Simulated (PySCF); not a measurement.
Cl2MoO2 (SMILES [O]=[Mo](=[O])([Cl])[Cl]), singlet, at a GFN2-xTB geometry (such geometries of metal compounds can be far from the true shape) (core potentials on Mo). Base run: CAMB3LYP/def2-SVP run with PySCF.

The PySCF input:
```python
from pyscf import gto, scf, dft

mol = gto.M(
    atom='''
Mo    0.29866785   -0.05520649    0.09862569
O     1.45228214   -0.58789568   -0.93024970
O     0.74112633    0.18246072    1.65455405
Cl   -0.45963881    1.80184493   -0.66346917
Cl   -1.31043868   -1.47465950    0.07895660
''',
    basis='def2-svp',
    ecp={'Mo': 'def2-svp'},
    verbose=4,
)

mf = dft.RKS(mol)
mf.xc = 'camb3lyp'
mf.kernel()
mf.analyze()
```

Each row names what was changed in the base input (with any setting that the change needs).

```json
[
 {"change": "base", "ΔE vs base (mEh)": "0.000", "fitting functions": "-", "dipole (D)": "1.22", "outcome": "converged"},
 {"change": "auxbasis = def2-universal-jkfit", "ΔE vs base (mEh)": "-0.024", "fitting functions": "665", "dipole (D)": "1.22", "outcome": "converged"},
 {"change": "only_dfj = on; auxbasis = def2-universal-jfit", "ΔE vs base (mEh)": "-0.219", "fitting functions": "289", "dipole (D)": "1.22", "outcome": "converged"},
 {"change": "auxbasis = def2-universal-jfit", "ΔE vs base (mEh)": "…", "fitting functions": "289", "dipole (D)": "…", "outcome": "converged"},
 {"change": "auxbasis = default (with mf = mf.density_fit())", "ΔE vs base (mEh)": "-0.024", "fitting functions": "665", "dipole (D)": "1.22", "outcome": "converged"},
 {"change": "exchange = seminumerical (SGX) (with mf = sgx.sgx_fit(mf, auxbasis='def2-universal-jfit'); with mf.with_df.dfj = True)", "ΔE vs base (mEh)": "-0.210", "fitting functions": "289", "dipole (D)": "1.22", "outcome": "converged"},
 {"change": "auxbasis = cc-pvtz-jkfit", "ΔE vs base (mEh)": "-", "fitting functions": "-", "dipole (D)": "-", "outcome": "input refused"},
 {"change": "auxbasis = def2-tzvp-ri", "ΔE vs base (mEh)": "-", "fitting functions": "-", "dipole (D)": "-", "outcome": "input refused"},
 {"change": "auxbasis = even-tempered beta=3.0", "ΔE vs base (mEh)": "…", "fitting functions": "…", "dipole (D)": "…", "outcome": "converged"},
 {"change": "auxbasis = cc-pvtz-ri", "ΔE vs base (mEh)": "-", "fitting functions": "-", "dipole (D)": "-", "outcome": "input refused"}
]
```

What belongs in the gaps?


- auxbasis = def2-universal-jfit, ΔE vs base (mEh): 775.9
- auxbasis = def2-universal-jfit, dipole (D): 1.23
- auxbasis = even-tempered beta=3.0, ΔE vs base (mEh): -43.401
- auxbasis = even-tempered beta=3.0, fitting functions: 534
- auxbasis = even-tempered beta=3.0, dipole (D): 1.25

A fitting set is made for a task (jfit for Coulomb, jkfit for Coulomb and exchange, ri for correlation) and for a family of orbital bases.

- auxbasis = cc-pvtz-jkfit: ended with `pyscf.lib.exceptions.BasisNotFoundError: Basis set not found for Mo in cc-pvtz-jkfit`
- auxbasis = def2-tzvp-ri: ended with `pyscf.lib.exceptions.BasisNotFoundError: Basis set not found for Mo in def2-tzvp-ri`
- auxbasis = cc-pvtz-ri: ended with `pyscf.lib.exceptions.BasisNotFoundError: Basis set not found for Mo in cc-pvtz-ri`
